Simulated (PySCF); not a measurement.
F4S, SMILES FS(F)(F)F.

Geometry optimised at PBE0-D3(BJ)/def2-SVP.

These are SMD-M06-2X/6-31G* (PySCF) values and carry that method's errors.

Solvation free energies are E(SMD) − E(gas) at the gas-phase geometry, for 1 M in both phases. In vacuum the dipole moment is 0.90 D.

Estimate the solvation free energies in water, n-hexane, cyclohexanone. (Estimate from the structure and the level; the computed values follow.)


```csv
solvent,ΔG(solv) (kcal/mol),its non-electrostatic (CDS) part,dipole (D)
water,1.5,3.4,1.02
n-hexane,-0.4,0.3,0.94
cyclohexanone,-0.6,1.1,1.01
```
